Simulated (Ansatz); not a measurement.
Relaxation of Al2ClH6NO (11 atoms, charge 0, multiplicity 1), to a largest force component of 0.03 eV/Å in at most 50 steps.

The calculation used RKS B3LYP/6-31G* in Ansatz 0.2.0.

```xyz
11
Properties=species:S:1:pos:R:3:forces:R:3
Al 0.197 -0.043 -0.309 0.01 0.42 0.05
H -0.173 -0.353 1.182 0.03 -0.38 0.03
N 1.808 -0.308 -0.998 -0.10 0.04 0.01
H 2.624 -0.566 -0.454 -0.03 -0.02 0.02
H 2.070 -0.100 -1.953 -0.02 0.01 0.00
Cl -1.369 0.612 -1.616 0.05 0.00 0.07
O -0.511 2.250 1.431 0.03 -1.00 0.00
Al -1.968 2.962 0.809 0.06 0.00 0.00
H -3.373 2.370 1.252 0.03 -0.01 -0.03
H -1.754 4.290 -0.026 -0.02 -0.05 0.02
H -0.567 1.355 1.846 -0.05 1.01 -0.17
```

**Question.** Where does it end, and by what steps?

**Answer.** The forces met the threshold. The force dipped under the threshold on the way, but the program's further checks kept it going. After 24 steps the energy has fallen by 1.477 eV; H5 moved furthest, 1.39 Å. Joined: Al1–O7 (2.96 → 1.87 Å), Cl6–Al8 (3.43 → 2.32 Å).

| step | energy less start (eV) | largest force component (eV/Å) | accepted |
| --- | --- | --- | --- |
| 0 | 0.0000 | 1.010 | yes |
| 1 | -0.1054 | 1.960 | yes |
| 2 | -0.4351 | 2.046 | yes |
| 3 | -0.7926 | 2.069 | yes |
| 4 | -1.2528 | 0.866 | yes |
| 5 | -1.3665 | 0.535 | yes |
| 6 | -1.3997 | 0.484 | yes |
| 7 | -1.4192 | 0.273 | yes |
| 8 | -1.4332 | 0.302 | yes |
| 9 | -1.4406 | 0.222 | yes |
| 10 | -1.4503 | 0.174 | yes |
| 11 | -1.4586 | 0.182 | yes |
| 12 | -1.4630 | 0.063 | yes |
| 13 | -1.4649 | 0.056 | yes |
| 14 | -1.4060 | 1.429 | no |
| 15 | -1.4686 | 0.089 | yes |
| 16 | -1.4648 | 0.592 | no |
| 17 | -1.4711 | 0.065 | yes |
| 18 | -1.4730 | 0.106 | yes |
| 19 | -1.4729 | 0.336 | no |
| 20 | -1.4749 | 0.068 | yes |
| 21 | -1.4762 | 0.053 | yes |
| 22 | -1.4772 | 0.027 | yes |
| 23 | -1.4774 | 0.054 | yes |
| 24 | -1.4775 | 0.003 | yes |

```xyz
11
Properties=species:S:1:pos:R:3
Al -0.023 0.029 0.175
H -0.423 -1.324 0.872
N 1.597 0.228 -0.553
H 2.191 -0.573 -0.733
H 1.899 1.007 -1.126
Cl -1.835 0.716 -1.185
O -0.439 1.578 1.136
Al -1.842 2.499 0.303
H -3.182 2.453 1.138
H -1.263 3.799 -0.395
H 0.306 2.056 1.532
```

Whether the end is a true minimum wasn't checked by a vibrational analysis.

Run time: 70 s on 2 threads of Intel(R) Xeon(R) Platinum 8488C (Sapphire Rapids) (shared host), peak memory 0.23 GiB.
